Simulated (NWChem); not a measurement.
Basis-set dependence for H$_{4}$AlClS

SMILES: S.[AlH2][Cl]
```xyz
7

Al    -0.6841    -0.7218    -0.4927
H     -0.3535    -2.2247    -0.1231
H     -2.1562    -0.1612    -0.6455
Cl     0.8462     0.3450    -1.5603
S     -0.2453     0.2650     1.8937
H      1.0995     0.1024     1.8863
H     -0.1569     1.5620     1.5129
```
Charge 0, spin multiplicity 1.

The numbers come from NWChem runs, not from measurements. Structure: optimised with B3LYP/def2-SVP, a minimum by its harmonic frequencies.

Hartree-Fock energies in Ha, correlation energies in mHa.

The correlated methods keep 15 core orbitals frozen. The Pople sets run with spherical d functions. The structure started from a generated list of species. Coupled-cluster values serve here as a point of comparison, not as the truth.

```tsv
basis	functions	RHF	MP2	SCS-MP2	CCSD	CCSD+T(CCSD)	CCSD(T)	CR-CCSD[T]	CR-CCSD(T)
def2-SVP	74	-1101.00360	-347.4	-351.6	-396.4	-404.5	-404.4	-402.8	-402.7
6-311G**	102	-1101.36705	-355.3	-360.5	-403.2	-413.1	-412.9	-411.0	-410.8
def2-TZVP	135	-1101.38330	-451.2	-457.2	not run	not run	not run	not run	not run
```

From 6-311G** to def2-TZVP the Hartree-Fock energy moves by -16.2 mHa and the MP2 correlation energy by -95.9 mHa, which is 21 % of its value in the larger set.
